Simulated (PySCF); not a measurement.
# Reading the logs of faulty runs: AlBClH3O

Calculated results; nothing here was measured. The program is PySCF 2.14.0, an open-source quantum chemistry code, run on an isolated molecule that a program drew, which may never have been made. The molecule is AlBClH3O (charge 0, singlet), drawn as the SMILES string `[BH2][Al]([OH])[Cl]`.

Each row is a Hartree-Fock (HF) and frozen-core CCSD(T) single point in the cc-pV(D+d)Z basis, meant for a local HF minimum. Run 1 is clean. Each other run has one planted mistake out of seven kinds, and not every kind appears here: one electron removed, one electron added, multiplicity raised by two, geometry at a saddle point, minimal basis STO-3G, one bond length entered in bohr, all coordinates scaled. The reference is restricted for singlets and unrestricted otherwise, and also for a bond in bohr. Adding or removing an electron swaps singlet and doublet. Electrons count all cores. HOMO and LUMO are orbital energies over both spins, the gradient is its largest component, and the lowest frequency (negative if imaginary) is given only where the gradient is small. Bond lengths are over the 6 bonds as drawn. T1 is the CCSD diagnostic: over 0.02 (restricted) or 0.045 (unrestricted) a single reference is doubtful.

Geometry of the clean run:
```xyz
7
AlBClH3O, angstrom
B    -3.1549   -0.7026   -0.0863
Al   -1.3920    0.1374    0.7595
O    -0.2610   -0.8290    1.5434
Cl   -1.0077    2.2247    0.6392
H    -3.1905   -1.0995   -1.2196
H    -4.1755   -0.8026    0.5393
H     0.5533   -0.5984    1.9586
```

| run | electrons | basis functions | <S^2> | HOMO (eV) | LUMO (eV) | gradient (hartree/bohr) | lowest frequency (cm^-1) | mean bond (Å) | longest bond (Å) | T1 | HF (hartree) | CCSD(T) (hartree) | mistake |
|---|---|---|---|---|---|---|---|---|---|---|---|---|---|
| 1 | 46 | 89 | 0.000 | -10.97 | 1.15 | 1.9e-05 | 139 | 1.5468 | 2.128 | 0.0121 | -802.82553 | -803.33828 | no fault |
| 2 | 46 | 89 | 0.997 | -7.70 | 1.07 | 1.7e-02 | - | 1.7961 | 3.178 | 0.0337 | -802.67715 | -803.15568 | one bond length entered in bohr |
| 3 | 46 | 31 | 0.000 | -8.86 | 6.14 | 6.8e-02 | - | 1.5468 | 2.128 | 0.0145 | -793.64670 | -793.77237 | minimal basis STO-3G |
| 4 | 46 | 89 | 0.000 | -10.97 | 1.23 | 2.2e-02 | - | 1.5143 | 2.083 | 0.0116 | -802.82254 | -803.33342 | ? |
| 5 | 46 | 89 | 0.000 | -10.98 | 0.45 | 4.4e-05 | -131 | 1.5495 | 2.145 | 0.0123 | -802.82301 | -803.33626 | ? |

**Which mistake was planted in run 4, and what did it cost?**

The mean and the longest bond both change by the same factor, 0.979, and the gradient is no longer small. So the mistake is: all coordinates scaled. Subtracting run 1 and multiplying by 627.51 kcal/mol a hartree, the energy moved by 1.9 kcal/mol in HF and 3.0 kcal/mol in CCSD(T).

**Which mistake was planted in run 5, and what did it cost?**

The gradient is small, so the point is stationary, but the lowest frequency is imaginary (-131 cm^-1). So the mistake is: geometry at a saddle point. Subtracting run 1 and multiplying by 627.51 kcal/mol a hartree, the energy moved by 1.6 kcal/mol in HF and 1.3 kcal/mol in CCSD(T).

